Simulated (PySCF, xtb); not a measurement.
Ge(H)(OMe) (CH4GeO), SMILES C[O][GeH] (connectivity only; charge and spin as stated), neutral, multiplicity 1.

Harmonic wavenumbers (cm⁻¹) from GFN2-xTB (xtb) at its own minimum, in rising order: 132, 185, 274, 462, 664, 1065, 1122, 1126, 1295, 1404, 1472, 1474, 2938, 2952, 2960.

Task: What does ωB97X-D3(BJ)/def2-TZVP in PySCF give at its own minimum? (The exact figures need the calculation; the answer reports its results.)

Result: 120, 299, 327, 625, 820, 1127, 1184, 1202, 1480, 1502, 1509, 1862, 3032, 3107, 3115. Paired by order, the mean absolute difference is 121 cm⁻¹ and the zero-point energies are 27.9 and 30.5 kcal/mol.
